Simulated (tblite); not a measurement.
Compound: C2H8N2Si2.
Cartesian coordinates in Å at the GFN2-xTB level; atoms count from 1:
```
atom  x, y, z in Å
N1     2.1490   -0.7416    1.1640
Si2    1.0684   -0.6878   -0.1763
N3     1.3110    0.5924   -1.4047
C4     0.2601    1.2283   -1.0476
C5    -0.4407    0.5053    0.0442
Si6   -2.1802   -0.0706   -0.4194
H7     2.8176   -1.4924    1.1940
H8     2.5916    0.1179    1.4491
H9     0.8414   -2.0341   -0.6672
H10   -0.0449    2.1566   -1.5160
H11   -0.4818    1.0848    0.9668
H12   -2.6965   -0.9228    0.6526
H13   -3.0629    1.0887   -0.5928
H14   -2.1327   -0.8254   -1.6738
```

All values are computed: GFN2-xTB (tblite) harmonic vibrations without scaling, gas phase. The method is semi-empirical: single wavenumbers can be off by several per cent or more. Modes of hydrogen on silicon can be 10 to 20 % off. One conformer, not necessarily the lowest.

Harmonic wavenumbers (cm⁻¹): 81.6, 94.6, 110.5, 133.1, 168.7, 228.4, 381.3, 485.3, 512.0, 519.4, 543.0, 574.7, 625.9, 670.4, 736.1, 779.6, 789.4, 798.9, 830.6, 836.6, 903.4, 918.7, 1024.3, 1042.2, 1122.5, 1233.8, 1513.2, 1597.3, 2228.9, 2254.8, 2263.3, 2360.0, 2944.8, 3013.7, 3472.4, 3515.0.

A = 4321, B = 1524, C = 1278 MHz; mass 116.023 u (most abundant isotopes); point group C1, symmetry number 1.

Q: Zero-point energy?

A: Half the sum of the wavenumbers: 20654 cm⁻¹ = 59.05 kcal/mol.

Q: Entropy at 350 K, 1 bar (ideal gas, RRHO, classical rotation)?

A: Translation 40.98, rotation 28.51, vibration 29.17: S = 98.7 cal/(mol K).

Q: And Cp and H(350 K) − H(0)?

A: Cp = 39.01 cal/(mol K), of which vibrations give 31.06 (their classical limit is 36 R = 71.5); H(350 K) − H(0) = 8.28 kcal/mol without the zero-point energy, 5.50 from vibrations.

Q: Which modes carry the vibrational entropy at 350 K?

A: 81.6 cm⁻¹: 4.17; 94.6 cm⁻¹: 3.88; 110.5 cm⁻¹: 3.57; 133.1 cm⁻¹: 3.21; 168.7 cm⁻¹: 2.75; 228.4 cm⁻¹: 2.18 cal/(mol K); the other 30 give 9.40 together.

Q: How do the functions run with temperature in this model?

A: 
| T (K) | S (cal/(mol K)) | Cp (cal/(mol K)) | H − H(0) (kcal/mol) | G − H(0) (kcal/mol) | ln q(vib) |
| --- | --- | --- | --- | --- | --- |
| 100 | 66.2 | 17.2 | 1.22 | -5.40 | 1.19 |
| 200 | 80.7 | 25.9 | 3.36 | -12.77 | 3.40 |
| 300 | 93.0 | 35.1 | 6.42 | -21.46 | 5.64 |
| 500 | 114.2 | 48.0 | 14.85 | -42.25 | 10.12 |
| 800 | 139.4 | 58.8 | 31.04 | -80.45 | 16.33 |
| 1000 | 153.0 | 63.4 | 43.29 | -109.72 | 20.04 |

q(vib) and H(0) count from the zero-point level.

Q: Blend soft modes into free rotors: weight 1/[1 + (100 cm⁻¹/ν̃)⁴] for the oscillator and the rest for a rotor with moment μB/(μ + B), μ = h/(8π²ν), B = 10⁻⁴⁴ kg m². What vibrational entropy results?

A: 27.66 cal/(mol K) in place of 29.17, which changes −T·S at 350 K by +0.53 kcal/mol.

Q: What must be added to the electronic energy to get the Gibbs energy at 350 K and 1 bar?

A: ZPE + [H(350 K) − H(0)] − T·S = 59.05 + 8.28 − 34.53 = 32.80 kcal/mol.

Hindered rotation and anharmonicity are outside this model. Other conformers, if any are populated, would add a mixing term that is left out. The structure is chiral; the term R ln 2 for an equal mix with its mirror image is left out.
